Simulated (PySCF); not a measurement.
## [TlH2]+ at several levels of theory

Computed with PySCF 2.14.0 (density fitting, no spin-orbit coupling) at the geometry relaxed with PBE:

```xyz
3
[TlH2]+ (singlet)
Tl    0.0000    0.0000    0.0000
H     0.0000    0.0000    1.6870
H     0.0000    0.0000   -1.6870
```

| level | basis | state | HOMO (eV) | gap (eV) | charge on Tl1 (e) | dipole about the centre of mass (D) | largest force component (eV/Å) |
| --- | --- | --- | --- | --- | --- | --- | --- |
| PBE | Tl def2-SVP with ECP60, H def2-SVP | singlet | -14.66 | 6.14 | 0.79 | 0.00 | 0.01 |
| CAM-B3LYP | the same | singlet | -17.10 | 10.21 | 0.80 | 0.00 | 0.30 |
| BP86 | the same | singlet | -14.78 | 6.18 | 0.80 | 0.00 | 0.01 |
| revPBE | the same | singlet | -14.64 | 6.21 | 0.80 | 0.00 | 0.04 |
| M06-L | the same | singlet | -14.73 | 6.90 | 0.92 | 0.00 | 0.06 |
| PBE | Tl def2-TZVP with ECP60, H def2-TZVP | singlet | -14.68 | 6.13 | 0.74 | 0.00 | 0.15 |

Charges are Mulliken's, which hang on the basis. The relaxation used the grid (50, 194), these runs (75, 302) or, all-electron (x2c bases, spin-free X2C Hamiltonian), (99, 590).

Problem. What does PBE with Tl x2c-SVPall, H x2c-SVPall give here?

Solution. state singlet, HOMO (eV) -14.68, gap (eV) 6.19, charge on Tl1 (e) 0.89, dipole about the centre of mass (D) 0.00, largest force component (eV/Å) 0.11. Time: 9.9 s on 2 threads of Arm Neoverse V2, with other jobs on the host, from free ions and atoms.

In the first row's basis the gap widens with exact exchange: 6.1 to 6.9 eV for PBE, BP86, revPBE, M06-L (none); 10.2 eV for CAM-B3LYP (rising or full at long range).
